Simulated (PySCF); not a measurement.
Computed shifts of a molecule F2H5NSi2, PBE/pcSseg-1 in PySCF, GIAO, gas phase, equivalent atoms averaged, in ppm (number of nuclei): ²⁹Si: -36.3 (1), -58.5 (1). ¹⁹F: -162.7 (2). ¹⁵N: 38.3 (1). ¹H: 5.10 (3), 4.94 (1), 0.90 (1). References: ²⁹Si against TMS (σ = 335.4 ppm); ¹⁹F against CFCl3 (σ = 133.6 ppm); ¹⁵N against NH3 (σ = 267.0 ppm); ¹H against TMS (σ = 31.49 ppm), references at their B3LYP-D3(BJ)/def2-TZVP geometries, non-relativistic. Coordinates come from a PBE0-D3(BJ)/def2-SVP optimisation. The values are those of a single conformer.

Which structure fits?
A. F[SiH2]N[SiH2]F
B. N[Si@@H](F)[SiH2]F
C. N[SiH2][SiH](F)F
D. F[SiH](F)N[SiH3]

D, F[SiH](F)N[SiH3]
